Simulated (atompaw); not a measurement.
# Before and after: PAW (atompaw) potential for ruthenium (Ru)

```
Element                 : Ru (Z = 44)
Generator               : atompaw 4.2.0.5
Type                    : PAW
Functional              : PBEsol
Relativity              : scalar-relativistic
Frozen core             : [Kr]
Valence charge          : 8
Reference configuration : 4d7 5s0 5p1
Partial waves           : 5s (bound, empty): rc 2.50 bohr; 5s channel at 0.05 Ry: rc 2.50 bohr; 5p (bound): rc 1.60 bohr; 5p channel at 2.85 Ry: rc 1.60 bohr; 4d (bound): rc 2.05 bohr; 4d channel at -0.05 Ry: rc 2.50 bohr
Local potential         : ultrasoft scheme with l = 3 at 0 Ry, radius 2.25 bohr
Core correction         : smooth core density matched at 1.90 bohr
Augmentation charge     : sinc compensation charge, radius 1.95 bohr; PAW radius 2.50 bohr; waves and projectors: custom polynom2 7 10 vanderbiltortho
```

Change: all radii scaled by about 1.14 (s 2.86, p 1.84, d 2.34 bohr); local potential ultrasoft scheme with l = 3 at 0 Ry, radius 2.58 bohr; augmentation sinc compensation charge, radius 2.24 bohr; PAW radius 2.86 bohr; waves and projectors: custom polynom2 7 10 vanderbiltortho; core correction smooth core density matched at 2.18 bohr.

Cutoffs: the cutoffs (Ry, on a coarse ladder) from which the occupation-weighted sum of valence levels, in a spherical-Bessel basis at the reference potential, stays within 10 and 1 mRy of its value at 400 Ry; they do not see the model core or the augmentation charge, which bear on the density cutoff.

Question: What does the change do?

Answer: The potential gets harder (21 Ry and 30 Ry → 25 Ry and 45 Ry); both files keep a bound ghost (p).

| quantity | base | changed |
| --- | --- | --- |
| cutoff, loose | 21 Ry | 25 Ry |
| cutoff, tight | 30 Ry | 45 Ry |
| loose cutoff by channel (10 mRy a level) | p 15 Ry, d 18 Ry | p 12 Ry, d 12 Ry |
| bound ghosts | p | p |
| lowest overlap eigenvalue by channel | s 0.50, p 0.82, d 0.11 | s 0.86, p 0.78, d 0.21 |

 A true bound ghost makes a file unfit for plane-wave use even where its test errors are small: the radial tests pick states by their node count and pass the ghost by. The cutoffs see the waves, projectors and local potential, not the compensation charge or the core.
